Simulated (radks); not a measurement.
Valence configurations of Be I (all share [He]). All-electron calculation, scalar-relativistic Kohn-Sham, r2SCAN, spin-polarised, spherical densities, finite nucleus; open shells are filled with parallel spins first; meta-GGA in the generalised Kohn-Sham scheme; Fermi nuclear charge, rms radius 2.519 fm. Program: a radial shooting solver on a logarithmic mesh with Libxc functionals. Energies are relative to 2s2; eigenvalues in eV for spin up.

| valence | E (eV) | moment (Bohr magnetons) | e(2p) | e(2s) |
|---|---|---|---|---|
| 2s2 | 0.000 | 0 | - | -5.747 |
| 2s1.5 2p0.5 | 1.613 | 1 | -2.584 | -6.731 |
| 2s1 2p1 | 2.383 | 2 | -3.025 | -7.219 |
| 2s0.5 2p1.5 | 4.472 | 2 | -3.258 | -7.414 |
| 2p2 | 6.532 | 2 | -3.460 | - |

NIST lists [He] 2s2 as the ground configuration; this level of theory agrees among the configurations tried. The energies are those of spherical high-spin densities, not of single terms.
